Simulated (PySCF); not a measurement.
Below is a simulated gas-phase P 2p photoelectron spectrum of `[PH3]->[Zn](<-[PH3])([Br])[Br]` (ZnBr2(PH3)2).

Every computed line was given a Gaussian of 0.6 eV full width at half maximum and an area set by the number of equivalent atoms (split 2:1 within a doublet); the highest printed point is 100. Method: PySCF, delta-SCF UKS SCAN, pcX-2 on the ionised atom (unc-x2c-TZVPall on a metal), pcseg-1 elsewhere, spin-free X2C.

```csv
binding energy (eV),intensity
137.0,0
137.1,2
137.2,4
137.3,11
137.4,23
137.5,42
137.6,65
137.7,87
137.8,100
137.9,98
138.0,83
138.1,62
138.2,43
138.3,32
138.4,31
138.5,37
138.6,46
138.7,51
138.8,49
138.9,40
139.0,29
139.1,18
139.2,9
139.3,4
139.4,2
139.5,1
139.6,0
```

How many maxima does the curve show, and how many computed lines lie under it?

The curve has 2 maxima (at 137.8 and 138.7 eV). Under it lie 2 lines from 1 inequivalent phosphorus site, drawn as a 2p3/2, 2p1/2 pair.

Decompose the envelope and assign each component. Bonds: Zn1–Br2, Zn1–Br3, Zn1–P4, Zn1–P8. Hydrogens: H5, H6, H7 on P4; H9, H10, H11 on P8.

```json
{"position (eV)": "137.84", "relative area": "1.33", "line": "P 2p3/2", "atoms": "P4/P8", "environment": "phosphorus bonded to Zn and 3 H"}
{"position (eV)": "138.73", "relative area": "0.67", "line": "P 2p1/2", "atoms": "P4/P8", "environment": "phosphorus bonded to Zn and 3 H"}
```

Shake-up satellites, vibrational structure and lifetime widths aren't simulated. Topologically equivalent atoms share the value of their first member; where this conformer doesn't relate them by symmetry, their own values could differ. 2p3/2 and 2p1/2 are the ΔSCF energy of one spin-free 2p hole plus the eigenvalues of a spin–orbit and ligand-field matrix of the shell. 2p1/2 minus 2p3/2 (ligand field included): P 0.89 eV. Isolated species at its PBE0-D3(BJ)/def2-SVP geometry, gas phase. Metal 2p energies of this one-determinant scheme are less reliable than its 1s energies.
